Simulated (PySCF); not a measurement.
**Continuum solvent and chemical shifts**

Bonds (- single, = double, # triple, : aromatic): F1-C2, C2-C3, C3-C4, C4-C5, C5-C6, C6-C7, C7-O8, O8-C9, C9-F10, C9-F11, C6-C3, C7-C3. C2 carries H12, H13; C4 carries H14, H15; C5 carries H16, H17; C6 carries H18; C7 carries H19; C9 carries H20. Stereochemistry as in FC[C@@]12CC[C@@H]1[C@H]2OC(F)F. H14, H17 are cis to C7 on the ring; H12 is pro-R; H13 is pro-S; H15, H16 are trans to C7 on the ring.

GIAO PBE0/pcSseg-1 in PySCF 2.14 on one PBE0-D3(BJ)/def2-SVP conformer, non-relativistic, equivalent nuclei averaged. Solvents enter as an IEF-PCM continuum (dichloromethane with ε = 8.9, acetonitrile with ε = 35.7) around the gas-phase geometry. Shifts are referred to CFCl3, TMS computed in the same medium.

In dichloromethane, δ in ppm: F11 -92.9, F10 -104.1, F1 -253.9, C9 123.2, C2 84.2, C7 68.0, C3 31.9, C6 24.7, C4 22.8, C5 20.7, H20 6.19, H13 4.82, H12 4.37, H19 3.53. Dipole moment 3.66 D.

(1) How does each δ change in the more polar medium?

(2) Which nuclei move most (in ppm), and what does the model miss?

Results:

(1) 
```tsv
atoms	environment	Δδ, acetonitrile
F11	fluorine of a CF2 group	-0.3
F10	fluorine of a CF2 group	-0.6
F1	fluorine on an sp3 carbon	-0.2
C9	sp3 CH bonded to 2 F and O	+0.2
C2	sp3 CH2 bonded to F	+0.3
C7	three-membered-ring carbon	0.0
C3	three-membered-ring carbon	+0.1
C6	three-membered-ring carbon	0.0
C4	sp3 CH2 in a ring	+0.1
C5	sp3 CH2 in a ring	+0.1
H20	hydrogen on an sp3 CH bonded to 2 F and O	+0.06
H13	hydrogen on an sp3 CH2 bonded to F	+0.03
H12	hydrogen on an sp3 CH2 bonded to F	0.00
H19	hydrogen on a three-membered-ring carbon	+0.09
```

Changes are relative to dichloromethane. The dipole moment becomes 3.79 D in acetonitrile.

(2) F10 (fluorine of a CF2 group, -0.6 ppm) in acetonitrile. A continuum only polarises the solute; specific hydrogen bonds, the anisotropy of aromatic solvents and changes of geometry or conformer are outside it.
